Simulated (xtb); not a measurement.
xtb input file for C3H4BNO2, SMILES B1(C=NC(=O)C1)O, GFN2-xTB. 

```
$ xtb mol.xyz --gfn 2 --ohess tight --chrg 0 --uhf 0 --json
$ cat mol.xyz
11

O     -2.70210000    -0.29250000    -0.45900000
C     -1.50350000     0.04800000    -0.19980000
C     -0.54820000    -0.75390000     0.50680000
B      0.79080000    -0.05940000     0.08890000
O      2.04370000    -0.78910000    -0.37000000
C      0.33030000     1.32910000    -0.36140000
N     -0.92790000     1.30500000    -0.48090000
H     -0.72130000    -0.65640000     1.58790000
H     -0.60850000    -1.82200000     0.27240000
H      2.88520000    -0.43490000     0.03710000
H      0.98640000     2.21840000    -0.60300000
```

Output:

```
[banner left out]
          |                Calculation Setup                |
           -------------------------------------------------



           -------------------------------------------------
          |                 G F N 2 - x T B                 |
           -------------------------------------------------

        Reference                      10.1021/acs.jctc.8b01176
      * Hamiltonian:
        H0-scaling (s, p, d)           1.850000    2.230000    2.230000
        zeta-weighting                 0.500000
      * Dispersion:
        s8                             2.700000
        a1                             0.520000
        a2                             5.000000
        s9                             5.000000
      * Repulsion:
        kExp                           1.500000    1.000000
        rExp                           1.000000
      * Coulomb:
        alpha                          2.000000
        third order                    shell-resolved
        anisotropic                    true
        a3                             3.000000
        a5                             4.000000
        cn-shift                       1.200000
        cn-exp                         4.000000
        max-rad                        5.000000


          ...................................................
          :                      SETUP                      :
          :.................................................:
          :  # basis functions                  32          :
          :  # atomic orbitals                  32          :
          :  # shells                           18          :
          :  # electrons                        36          :
          :  max. iterations                   250          :
          :  Hamiltonian                  GFN2-xTB          :
          :  restarted?                      false          :
          :  GBSA solvation                  false          :
[...]
        20                         -0.2238264              -6.0906
        21                         -0.1655323              -4.5044
        22                          0.0451578               1.2288
        23                          0.0750063               2.0410
        24                          0.0991694               2.6985
        25                          0.1486104               4.0439
        26                          0.1928089               5.2466
        27                          0.2125937               5.7850
        28                          0.2598433               7.0707
        29                          0.3127001               8.5090
       ...                                ...                  ...
        32                          0.6719994              18.2860
      -------------------------------------------------------------
                  HL-Gap            0.0614461 Eh            1.6720 eV
             Fermi-level           -0.3478335 Eh           -9.4650 eV

     #   Z          covCN         q      C6AA      α(0)
     1   8 O        0.857    -0.328    20.298     6.041
     2   6 C        2.870     0.292    22.063     7.700
     3   6 C        3.734    -0.186    24.237     7.027
     4   5 B        2.613     0.338    16.918     6.966
     5   8 O        1.594    -0.399    20.872     6.165
     6   6 C        2.850    -0.011    28.278     8.715
     7   7 N        1.834    -0.225    26.763     7.666
     8   1 H        0.924     0.080     1.979     2.200
     9   1 H        0.925     0.072     2.059     2.244
    10   1 H        0.806     0.314     0.679     1.294
    11   1 H        0.925     0.053     2.289     2.366

 Mol. C6AA /au·bohr⁶  :       1470.100522
 Mol. C8AA /au·bohr⁸  :      35607.073256
 Mol. α(0) /au        :         58.383279


Wiberg/Mayer (AO) data.
largest (>0.10) Wiberg bond orders for each atom

 ---------------------------------------------------------------------------
     #   Z sym  total        # sym  WBO       # sym  WBO       # sym  WBO
 ---------------------------------------------------------------------------
     1   8 O    2.115 --     2 C    1.856
     2   6 C    3.922 --     1 O    1.856     7 N    1.028     3 C    0.965
     3   6 C    3.980 --     4 B    0.990     2 C    0.965     9 H    0.955
                             8 H    0.926
     4   5 B    3.380 --     5 O    1.333     3 C    0.990     6 C    0.936
     5   8 O    2.285 --     4 B    1.333    10 H    0.874
     6   6 C    3.896 --     7 N    1.856    11 H    0.964     4 B    0.936
     7   7 N    3.068 --     6 C    1.856     2 C    1.028
     8   1 H    0.994 --     3 C    0.926
     9   1 H    0.995 --     3 C    0.955
    10   1 H    0.900 --     5 O    0.874
    11   1 H    0.997 --     6 C    0.964
 ---------------------------------------------------------------------------

Topologies differ in total number of bonds
Writing topology from bond orders to xtbtopo.mol

molecular dipole:
                 x           y           z       tot (Debye)
 q only:        1.935      -0.041       0.229
   full:        2.377      -0.068       0.271       6.084
molecular quadrupole (traceless):
                xx          xy          yy          xz          yz          zz
 q only:       -2.460       3.386       0.473      -3.752       0.290       1.986
  q+dip:       -3.413       5.826       0.686      -5.468       0.378       2.726
   full:       -4.233       5.835      -0.437      -5.642       1.630       4.670

           -------------------------------------------------
          |                Geometry Summary                 |
           -------------------------------------------------

      molecular mass/u    :       96.8805118
   center of mass at/Å    :       -0.3188827       0.0942466      -0.1142413
  moments of inertia/u·Å² :        0.7791941E+02   0.2439681E+03   0.3137651E+03
rotational constants/cm⁻¹ :        0.2163470E+00   0.6909769E-01   0.5372691E-01

 * 8 selected distances

     #   Z          #   Z                                           value/Å
     1   8 O        2   6 C                                       1.1965102
     3   6 C        4   5 B                                       1.5856008 (max)
     4   5 B        5   8 O                                       1.3212716
     6   6 C        7   7 N                                       1.2757154
     3   6 C        8   1 H                                       1.0914564
     3   6 C        9   1 H                                       1.0883068
     5   8 O       10   1 H                                       0.9581314 (min)
     6   6 C       11   1 H                                       1.0844806

 * 6 distinct bonds (by element types)

   Z      Z             #   av. dist./Å        max./Å        min./Å
   1 H    6 C           3     1.0880813     1.0914564     1.0844806
   5 B    6 C           1     1.5856008     1.5856008     1.5856008
   6 C    7 N           1     1.2757154     1.2757154     1.2757154
   1 H    8 O           1     0.9581314     0.9581314     0.9581314
   5 B    8 O           1     1.3212716     1.3212716     1.3212716
   6 C    8 O           1     1.1965102     1.1965102     1.1965102

           -------------------------------------------------
          |               Frequency Printout                |
           -------------------------------------------------
 projected vibrational frequencies (cm⁻¹)
eigval :       -0.00    -0.00    -0.00     0.00     0.00     0.00
eigval :       48.74   205.35   296.01   362.22   487.71   527.53
eigval :      583.90   639.72   678.72   756.34   798.71   845.54
eigval :      882.24   898.43  1019.90  1028.48  1120.26  1167.13
eigval :     1240.33  1406.69  1419.47  1638.68  1797.10  2977.51
eigval :     3024.00  3028.75  3584.30
 reduced masses (amu)
   1: 11.16   2: 13.04   3: 13.49   4: 14.31   5: 12.86   6: 13.52   7: 11.72   8: 12.28
   9: 12.03  10:  6.71  11: 12.43  12: 12.84  13:  8.14  14:  5.32  15: 12.73  16:  5.52
  17:  9.84  18: 10.98  19:  5.55  20:  4.78  21:  4.81  22:  9.36  23:  9.55  24:  5.34
  25:  5.37  26:  2.23  27: 11.23  28: 12.83  29: 13.47  30:  1.83  31:  1.69  32:  1.80
  33:  1.87
 IR intensities (km·mol⁻¹)
   1:  0.56   2:  0.76   3:  1.69   4:  3.73   5:  0.63   6:  4.15   7:  1.96   8:  5.14
   9:  9.84  10:  3.04  11: 10.10  12:  3.19  13: 65.05  14:128.83  15:  0.64  16:  2.21
  17:  2.74  18: 18.53  19: 63.38  20:148.26  21: 26.50  22: 41.68  23:294.57  24:  9.65
  25: 53.59  26: 49.97  27:420.17  28: 55.17  29:331.19  30:  4.42  31:  1.49  32: 49.40
  33: 26.44
 Raman intensities (Ä⁴*amu⁻¹)
   1:  0.00   2:  0.00   3:  0.00   4:  0.00   5:  0.00   6:  0.00   7:  0.00   8:  0.00
   9:  0.00  10:  0.00  11:  0.00  12:  0.00  13:  0.00  14:  0.00  15:  0.00  16:  0.00
  17:  0.00  18:  0.00  19:  0.00  20:  0.00  21:  0.00  22:  0.00  23:  0.00  24:  0.00
  25:  0.00  26:  0.00  27:  0.00  28:  0.00  29:  0.00  30:  0.00  31:  0.00  32:  0.00
Molecule has no symmetry elements
It seems to be the C1 point group
  33:  0.00
 output can be read by thermo (or use thermo option).
 writing <g98.out> molden fake output.
 recommended (thermochemical) frequency scaling factor: 1.0
           -------------------------------------------------
          |             Thermodynamic Functions             |
           -------------------------------------------------

c1  symmetry found (for desy threshold:  0.10E+00) used in thermo

          ...................................................
          :                      SETUP                      :
          :.................................................:
          :  # frequencies                          27      :
          :  # imaginary freq.                       0      :
          :  linear?                             false      :
          :  only rotor calc.                    false      :
          :  symmetry                               c1      :
          :  rotational number                       1      :
          :  scaling factor                  1.0000000      :
          :  rotor cutoff                   50.0000000 cm⁻¹ :
          :  imag. cutoff                  -20.0000000 cm⁻¹ :
          :.................................................:

    mode    ω/cm⁻¹     T·S(HO)/kcal·mol⁻¹    T·S(FR)/kcal·mol⁻¹   T·S(vib)
   ------------------------------------------------------------------------
       1     48.74    -1.45138 ( 47.45%)    -1.06364 ( 52.55%)    -1.24761
       2    205.35    -0.62154 ( 99.65%)    -0.63794 (  0.35%)    -0.62159
       3    296.01    -0.42914 ( 99.92%)    -0.52964 (  0.08%)    -0.42922
   ------------------------------------------------------------------------

   temp. (K)  partition function   enthalpy   heat capacity  entropy
                                   cal/mol     cal/K/mol   cal/K/mol   J/K/mol
 298.15  VIB   18.9                 2209.905     16.504     12.572
         ROT  0.187E+06              888.752      2.981     27.099
         INT  0.353E+07             3098.657     19.485     39.672
         TR   0.923E+27             1481.254      4.968     39.606
         TOT                        4579.9112    24.4535    79.2774   331.6965

       T/K    H(0)-H(T)+PV         H(T)/Eh          T*S/Eh         G(T)/Eh
   ------------------------------------------------------------------------
    298.15    0.729855E-02    0.812565E-01    0.376672E-01    0.435893E-01
   ------------------------------------------------------------------------

         :::::::::::::::::::::::::::::::::::::::::::::::::::::
         ::                  THERMODYNAMIC                  ::
         :::::::::::::::::::::::::::::::::::::::::::::::::::::
         :: total free energy         -20.701072046413 Eh   ::
         ::.................................................::
         :: total energy              -20.744661340448 Eh   ::
         :: zero point energy           0.073957972225 Eh   ::
         :: G(RRHO) w/o ZPVE           -0.030368678190 Eh   ::
         :: G(RRHO) contrib.            0.043589294035 Eh   ::
         :::::::::::::::::::::::::::::::::::::::::::::::::::::

optimized geometry written to: xtbopt.xyz


           -------------------------------------------------
          | TOTAL ENERGY              -20.744661340448 Eh   |
          | TOTAL ENTHALPY            -20.663404815182 Eh   |
          | TOTAL FREE ENERGY         -20.701072046413 Eh   |
          | GRADIENT NORM               0.000266407563 Eh/α |
          | HOMO-LUMO GAP               1.672032607396 eV   |
           -------------------------------------------------

------------------------------------------------------------------------
------------------------------------------------------------------------
 total:
 SCF:
 ANC optimizer:
Note: The following floating-point exceptions are signalling: IEEE_UNDERFLOW_FLAG IEEE_DENORMAL
normal termination of xtb
 analytical hessian:
```

The run converged.
